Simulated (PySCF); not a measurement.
These compounds are isomers of formula C₄H₈O₃Si₂.

A. `O=C=C(C=O)[C@@H]([SiH3])O[SiH3]`
B. SMILES C=C[C@@H]1[SiH2]O[SiH2]OC1=O
C. `O=C1[C@@H](C=C)O[SiH2][SiH2]O1`

Spectrum 1. ¹H NMR (500 MHz, computed): δ 6.65 (m, 1H), 5.44 (m, 1H), 5.34 (m, 1H), 5.16 (m, 1H), 5.16 (m, 1H), 5.09 (m, 1H), 4.95 (m, 1H), 3.44 (m, 1H). ¹³C{¹H} NMR (computed): δ 173.3 (C), 138.5 (CH), 121.5 (CH2), 51.5 (CH).

Spectrum 2. ¹H NMR (500 MHz, computed): δ 9.86 (s, 1H), 4.95 (s, 3H), 4.41 (q, 1H), 3.97 (d, 3H). ¹³C{¹H} NMR (computed): δ 205.9 (C), 186.0 (CH), 64.0 (C), 62.7 (CH).

Spectrum 3. ¹H NMR (500 MHz, computed): δ 6.53 (m, 1H), 5.89 (m, 1H), 5.81 (m, 1H), 5.74 (m, 1H), 5.69 (m, 1H), 5.51 (m, 1H), 5.42 (m, 1H), 4.49 (m, 1H). ¹³C{¹H} NMR (computed): δ 168.8 (C), 142.4 (CH), 120.5 (CH2), 75.6 (CH).

Calculated, not measured (PySCF 2.14.0 with density-fitted response routines): GIAO PBE0/pcSseg-1 shieldings, geometry: GFN2-xTB. One averaged value for each set of equivalent atoms, non-relativistic Hamiltonian, gas phase, single conformer.

References, each an isolated molecule treated in the same way: ¹H and ¹³C vs TMS. Where no couplings were computed, multiplicities follow the n + 1 count of equivalent neighbours, and m marks all less simple cases (inequivalent or close neighbours, rings, F or P nearby). Shifts are as computed. Against solution values, carbons near 30 ppm lie about +3 ppm off and those near 130 ppm about +5 ppm. Of 1211 compounds with measured shifts, 218 miss one by over three times the rms of a fit or turn the order of signals round; such compounds aren't used in these exercises.

**Question.** Match each spectrum to its structure.

**Answer.** 1–B, 2–A, 3–C.

- Spectrum 1 (B): 4 ¹³C signals; δC 138.5 is an alkene CH; δC 121.5 is a terminal =CH2 carbon.
- Spectrum 2 (A): 4 ¹³C signals; δC 186.0 is an aldehyde carbonyl carbon; δC 62.7 is an allylic sp3 CH bonded to O and Si.
- Spectrum 3 (C): 4 ¹³C signals; δC 142.4 is an alkene CH; δC 120.5 is a terminal =CH2 carbon.
